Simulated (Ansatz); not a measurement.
H₆ClSbSi₂, singlet, geometry from GFN2-xTB (all electrons, no relativity); Ansatz (an electronic-structure program) with CASSCF(4,4)/STO-3G.

Here is a job for Ansatz.
Ansatz 0.2 input:
```yaml
crystal:
  periodic: [false, false, false]
  atoms:
    - {symbol: Sb, position_ang: [0.02862474, 0.04759294, 0.68365451]}
    - {symbol: Cl, position_ang: [-0.59191201, -2.02410557, -0.32334389]}
    - {symbol: Si, position_ang: [2.06004022, 0.38099742, -0.85637554]}
    - {symbol: H, position_ang: [3.10208051, -0.57696465, -0.49995354]}
    - {symbol: H, position_ang: [2.58164125, 1.72383256, -0.60596853]}
    - {symbol: H, position_ang: [1.78857521, 0.26051266, -2.28597785]}
    - {symbol: Si, position_ang: [-1.57212758, 1.43053486, -0.77736006]}
    - {symbol: H, position_ang: [-2.94915226, 1.17157664, -0.36831285]}
    - {symbol: H, position_ang: [-1.46433799, 1.20046213, -2.21521281]}
    - {symbol: H, position_ang: [-1.28694113, 2.84168347, -0.52181000]}
basis:
  gaussian:
    orbitals: STO-3G
hamiltonian:
  xc: hf
magnetization: {spin_polarized: false}
correlation: {active_space: {window: {electrons: 4, orbitals: 4}}}
```

What the program printed (banner, timings and long lists left out):

```
Functional definition: HF
643 factors; integrals over basis functions are off by at most 3.7e-5 eV
mean field evaluation 1: about -198118.0436 eV, gradient 1.3e1 eV
mean field evaluation 2: about -198118.0857 eV, gradient 1.3e1 eV
mean field evaluation 4: about -198119.1784 eV, gradient 6.5e-1 eV
mean field evaluation 8: about -198119.1810 eV, gradient 9.9e-7 eV
mean field -198119.18098034 eV, -7280.7456110236 hartree, gradient 1.0e-5 eV, S^2 0.000000; 0 other end points of the search recorded, 0 dependent functions left out
reference -198119.18098034 eV, -7280.7456110236 hartree; 51, 51 occupied and 9, 9 virtual orbitals, 643 factors
state -198120.03673317 eV, -7280.7770593600 hartree
2 active orbitals were swapped for others, from the solution at -198119.74868876 eV, -7280.7664739231 hartree to that at -198119.90181297 eV, -7280.7721011338 hartree; typed "places" are swapped only where nearly empty or full, and so, without "given_window_search", are "orbital_numbers", "shells" and a window whose orbitals a file names under [Active]
2 active orbitals were swapped for others, from the solution at -198119.90181297 eV, -7280.7721011338 hartree to that at -198120.03673317 eV, -7280.7770593600 hartree; typed "places" are swapped only where nearly empty or full, and so, without "given_window_search", are "orbital_numbers", "shells" and a window whose orbitals a file names under [Active]
Total energy: -198120.03673317 eV, -7280.7770593600 hartree
```
